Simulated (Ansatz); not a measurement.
CH6SiTe, SMILES `[SiH3]C[TeH]`, relaxed with RKS PBE-D4/def2-SVP in Ansatz 0.2.0 from a rough embedded geometry. The force threshold is 0.03 eV/Å; the program also tests the step.

Total charge 0; spin multiplicity 1. Te: def2 effective core potential.

Start:

```xyz
9

Si   -0.989    0.497    0.636
C     0.611    0.045   -0.063
Te    0.337   -1.438   -1.582
H    -1.861    1.005   -0.377
H    -0.880    1.541    1.687
H    -1.687   -0.705    1.247
H     1.283   -0.361    0.764
H     1.104    0.935   -0.468
H     2.082   -1.520   -1.843
```

(1) How much energy does the relaxation release, and in how many steps? (An estimate is asked.)

(2) Which bonds change most? (Best estimate.)

(3) Give the relaxed structure. (Estimate.)

Answers

(1) Computed: 24.03 kJ/mol, in 5 steps, 1 of them rejected.

(2) Computed: Si1–C2 from 1.804 to 1.894 Å; Te3–H9 from 1.766 to 1.684 Å; Si1–H4 from 1.429 to 1.504 Å; C2–Te3 from 2.140 to 2.191 Å.

(3) The calculation gave: 
```xyz
9

Si   -1.053    0.511    0.676
C     0.633    0.039   -0.048
Te    0.441   -1.474   -1.622
H    -1.947    1.055   -0.404
H    -0.873    1.563    1.738
H    -1.710   -0.695    1.287
H     1.285   -0.378    0.744
H     1.121    0.930   -0.491
H     2.104   -1.551   -1.880
```
